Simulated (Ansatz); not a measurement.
C3H10AlN. Charge 0, multiplicity 1. The bonds changed during the relaxation, so this is another structure than the one it started from. The geometry is a stationary point of PBE0-D4/def2-TZVP. It is one conformer, not always the lowest.

```xyz
15

C    -0.382    0.026   -2.177
Al   -0.850    0.580   -0.346
C    -0.752   -0.804    1.105
C     0.748   -0.554    1.215
N     0.938    0.835    0.677
H     0.027    0.854   -2.765
H    -1.265   -0.333   -2.717
H     0.351   -0.789   -2.200
H    -1.723    1.908   -0.135
H    -0.986   -1.848    0.895
H    -1.271   -0.519    2.024
H     1.300   -1.221    0.551
H     1.189   -0.644    2.214
H     0.832    1.524    1.413
H     1.843    0.986    0.246
```

(1) What is the dipole moment at ωB97M-V/def2-TZVPP? (Estimate.)

(2) And with PBE, r2SCAN, B3LYP? (Best estimate.)

(3) Give the Mulliken charges with ωB97M-V, B3LYP, PBE in def2-TZVPP. (An estimate is asked.)

Results:

(1) The calculation gave: 4.01 D, with components (3.53, 0.04, 1.92) D in this frame, pointing from negative to positive charge.

(2) The calculation gave: PBE 3.96 D, r2SCAN 4.01 D, B3LYP 3.98 D.

(3) Ansatz gave: 
```json
{"atom": "C1", "ωB97M-V": "-0.55", "B3LYP": "-0.47", "PBE": "-0.46"}
{"atom": "Al2", "ωB97M-V": "0.44", "B3LYP": "0.43", "PBE": "0.33"}
{"atom": "C3", "ωB97M-V": "-0.43", "B3LYP": "-0.36", "PBE": "-0.33"}
{"atom": "C4", "ωB97M-V": "-0.15", "B3LYP": "-0.10", "PBE": "-0.11"}
{"atom": "N5", "ωB97M-V": "-0.13", "B3LYP": "-0.14", "PBE": "-0.12"}
{"atom": "H6", "ωB97M-V": "0.10", "B3LYP": "0.07", "PBE": "0.08"}
{"atom": "H7", "ωB97M-V": "0.10", "B3LYP": "0.08", "PBE": "0.09"}
{"atom": "H8", "ωB97M-V": "0.08", "B3LYP": "0.06", "PBE": "0.07"}
{"atom": "H9", "ωB97M-V": "-0.16", "B3LYP": "-0.19", "PBE": "-0.17"}
{"atom": "H10", "ωB97M-V": "0.09", "B3LYP": "0.06", "PBE": "0.06"}
{"atom": "H11", "ωB97M-V": "0.09", "B3LYP": "0.07", "PBE": "0.07"}
{"atom": "H12", "ωB97M-V": "0.13", "B3LYP": "0.10", "PBE": "0.10"}
{"atom": "H13", "ωB97M-V": "0.12", "B3LYP": "0.10", "PBE": "0.09"}
{"atom": "H14", "ωB97M-V": "0.13", "B3LYP": "0.14", "PBE": "0.16"}
{"atom": "H15", "ωB97M-V": "0.12", "B3LYP": "0.14", "PBE": "0.15"}
```

B3LYP here is the variant with VWN-RPA as its local correlation; programs differ in this.
